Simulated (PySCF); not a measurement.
Vertical excitations of a molecule C3H5BO from TDA-ωB97X/def2-SVPD run with PySCF, as energy in eV (oscillator strength): 5.34 (0.000), 6.08 (0.026), 6.65 (0.000), 7.27 (0.004), 8.08 (0.109), 8.23 (0.051), 8.94 (0.144), 8.99 (0.003), 9.12 (0.310), 9.22 (0.152). Lowest triplet (TDA): 4.65 eV. The structure is a stationary point at PBE-D3(BJ)/def2-SVP. The values are those of a single conformer.

### Question
Which structure fits?
A) C#CB(C)O
B) OB1C=CC1
C) CB1C=CO1
D) C#CBOC

### Answer
A, C#CB(C)O
